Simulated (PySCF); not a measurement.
Computed properties of H5InO3Si, SMILES [SiH3][O][In]([OH])[OH]

H5InO3Si, SMILES [In]([OH])([OH])[O][SiH3]. Geometry optimised at PBE0-D3(BJ)/def2-SVP. The structure was generated by enumeration; whether it is a known compound was not checked. The def2 effective core potentials stand for the cores of In; spin–orbit coupling is left out. The values are those of a single conformer. All values are computed for the isolated molecule unless a solvent is named; none is compared with measurement here.

**Structure.** The optimised structure has Cs symmetry. All 24 harmonic modes at PBE0-D3(BJ)/def2-SVP (PySCF) are real, so it is a minimum. With heavy atoms numbered as in [In:1]([OH:2])([OH:4])[O:6][SiH3:7], the shortest bond between them is O6–Si7 at 1.653 Å and the longest In1–O4 at 1.991 Å.

**Vibrations.** The strongest infrared lines (harmonic, unscaled, degenerate partners summed) lie at 994 cm⁻¹ (616 km/mol, O 65 %, Si 28 %), 2204 cm⁻¹ (176 km/mol, H 96 %), 259 cm⁻¹ (173 km/mol, H 91 %, O 9 %). The softest mode is at 30 cm⁻¹ and the zero-point energy is 34.4 kcal/mol.

**Electronic structure.** CAM-B3LYP/def2-TZVP (PySCF) places the frontier levels at -9.83 and -1.39 eV, a gap of 8.44 eV, and gives a dipole moment of 3.35 D and a mean polarisability of 67.1 bohr³. PBE/def2-TZVP (PySCF) at the same geometry gives -6.93 and -3.21 eV, so its gap is 4.72 eV narrower. An orbital gap is neither the optical nor the fundamental gap.

**Excitations.** TDDFT-CAM-B3LYP/def2-SVPD (PySCF) has S1 at 5.17 eV (240 nm, f = 0.000, dark); the most intense of the 10 singlets computed lies at 6.05 eV (f = 0.11). T1 (TDA) is at 4.73 eV. TDDFT-PBE/def2-SVPD (PySCF) puts S1 at 3.72 eV. No vertical singlet excitation falls in the visible range (under 3.1 eV).
